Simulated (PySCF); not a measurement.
Species: dimethylmalonyl chloride, C5H6Cl2O2.
Structure used (GFN2-xTB), in Å, numbered top down from 1:
```xyz
15
C5H6Cl2O2 angstrom
C      0.302   -1.352   -0.590
C     -0.048    0.019    0.004
C      1.220    0.781    0.410
C     -0.916   -0.199    1.228
O     -0.610   -0.068    2.361
Cl    -2.529   -0.764    0.790
C     -0.789    0.841   -1.032
O     -0.878    0.628   -2.191
Cl    -1.512    2.285   -0.322
H     -0.599   -1.883   -0.886
H      0.843   -1.947    0.141
H      0.925   -1.215   -1.470
H      1.856    0.933   -0.459
H      0.967    1.746    0.839
H      1.764    0.205    1.153
```

Computed, not measured: PySCF 2.14.0, density-fitted response routines, TDDFT PBE0/def2-SVPD, vertical, gas phase, core orbitals frozen in the response.

Ground-to-excited transition dipoles (e·a0, same axes as the geometry; the sign carries no meaning), for the states with f of 0.002 or more among the lowest 8:

```tsv
state	E (eV)	μx	μy	μz
S6	6.391	-0.065	-0.084	-0.284
S7	6.486	-0.155	-0.471	0.196
S8	6.764	0.185	-0.071	-0.021
```

Work out the oscillator strengths.

f = (2/3) ΔE |μ|² with ΔE in hartree (27.2114 eV).

| state | \|μ\|² (au) | \|μ\| (D) | f |
| --- | --- | --- | --- |
| S6 | 0.092 | 0.77 | 0.014 |
| S7 | 0.285 | 1.36 | 0.045 |
| S8 | 0.040 | 0.51 | 0.007 |

Label these states by symmetry in C2.

The ground state is totally symmetric, so the direction of μ fixes the label. Polarised along the twofold axis, so A: S8. Polarised across the twofold axis, so B: S6 and S7.

What angle do the transition dipoles of S6 and S7 make?

|cos θ| = |μa·μb| / (|μa| |μb|) = 0.04, so θ ≈ 88° (taken between 0 and 90°, since the signs are arbitrary).

What peak molar absorption coefficient would the strongest computed level give as a lone Gaussian band 0.4 eV wide at half height?

ε(max) = 2.175×10⁸ f / FWHM, with the width in cm⁻¹. S7: 2.175×10⁸ × 0.0453 / 3226 ≈ 3100 L mol⁻¹ cm⁻¹.

One conformer stands for the species.
